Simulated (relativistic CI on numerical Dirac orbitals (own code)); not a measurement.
Energy levels of Dy⁵⁵⁺

These numbers are calculated, not measured: Dirac-Coulomb-Breit CI, orbitals from a KLI potential per configuration, model QED (radiative potential, 1s self-energy scaled to tabulated hydrogen-like ionisation energies), unscaled Slater integrals (own radial code, finite nucleus).

CI space (outside the closed core [Ne]): 3s, 3p, 3d, 4s, 4p, 4d, 4f, 5s, 5p, 5d, 5f, 5g, 6s, 6p, 6d. Levels of other configurations are missing.

The lowest level is 3s 2S_1/2, with 100 % of that term; Hund's rules for 3s give 2S with J = 1/2, in agreement.

| No. | Configuration | Term | J | E (Ry) | % | Next component (%) | Landé g |
| --- | --- | --- | --- | --- | --- | --- | --- |
| 1 | 3s | 2S | 1/2 | 0.000 | 100 |  | 1.988 |
| 2 | 3p | 2P° | 1/2 | 9.857 | 100 |  | 0.651 |
| 3 | 3p | 2P° | 3/2 | 25.905 | 100 |  | 1.323 |
| 4 | 3d | 2D | 3/2 | 37.839 | 100 |  | 0.789 |
| 5 | 3d | 2D | 5/2 | 41.507 | 100 |  | 1.190 |
| 6 | 4s | 2S | 1/2 | 181.149 | 100 |  | 1.994 |
| 7 | 4p | 2P° | 1/2 | 185.226 | 100 |  | 0.658 |
| 8 | 4p | 2P° | 3/2 | 191.786 | 100 |  | 1.328 |
| 9 | 4d | 2D | 3/2 | 196.313 | 100 |  | 0.794 |
| 10 | 4d | 2D | 5/2 | 197.900 | 100 |  | 1.195 |
| 11 | 4f | 2F° | 5/2 | 200.297 | 100 |  | 0.851 |
| 12 | 4f | 2F° | 7/2 | 200.988 | 100 |  | 1.138 |
| 13 | 5s | 2S | 1/2 | 261.788 | 100 |  | 1.997 |
| 14 | 5p | 2P° | 1/2 | 263.838 | 100 |  | 0.661 |
| 15 | 5p | 2P° | 3/2 | 267.137 | 100 |  | 1.330 |
| 16 | 5d | 2D | 3/2 | 269.352 | 100 |  | 0.796 |
| 17 | 5d | 2D | 5/2 | 270.171 | 100 |  | 1.197 |
| 18 | 5f | 2F° | 5/2 | 271.356 | 100 |  | 0.853 |
| 19 | 5f | 2F° | 7/2 | 271.711 | 100 |  | 1.140 |
| 20 | 5g | 2G | 7/2 | 271.874 | 100 |  | 0.885 |
| 21 | 5g | 2G | 9/2 | 272.086 | 100 |  | 1.108 |
| 22 | 6s | 2S | 1/2 | 304.554 | 100 |  | 1.999 |
| 23 | 6p | 2P° | 1/2 | 305.724 | 100 |  | 0.663 |
| 24 | 6p | 2P° | 3/2 | 307.610 | 100 |  | 1.331 |
| 25 | 6d | 2D | 3/2 | 308.860 | 100 |  | 0.797 |
| 26 | 6d | 2D | 5/2 | 309.335 | 100 |  | 1.198 |

Energies count from the lowest computed level; ° marks odd parity.

The mean weight of the leading LS term, summed over parents, in these 26 levels is 100 %, and that of the leading jj configuration (from the same eigenvectors) 100 %.

At this charge energies of transitions that change n are usually good to better than 1 %, and those within a shell (Δn = 0) to a few per cent.
